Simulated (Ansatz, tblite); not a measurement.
Forces on InI₃ at its PBE0-D4/def2-SVP geometry. The state is a singlet with charge 0.

In the def2 sets I, In take a core potential; there is no spin–orbit coupling. The xTB rows come from tblite.

GFN1-xTB (tblite), largest force 1.72 eV/Å:

```xyz
4
positions Å, forces eV/Å
In    0.000    0.000    0.000    0.002   -0.001    0.001
I    -1.331   -1.077   -2.031   -0.863   -0.698   -1.316
I    -1.056    2.027    1.354   -0.684    1.314    0.878
I     2.387   -0.950    0.677    1.545   -0.615    0.438
```

GFN2-xTB (tblite), largest force 0.55 eV/Å:

```
In 0.001 -0.001 0.000
I -0.273 -0.221 -0.417
I -0.217 0.416 0.278
I 0.489 -0.194 0.139
```

r2SCANh-D4/def2-TZVP (Ansatz), largest force 0.20 eV/Å:

```
In 0.001 0.000 0.000
I 0.098 0.079 0.150
I 0.078 -0.149 -0.100
I -0.177 0.070 -0.050
```
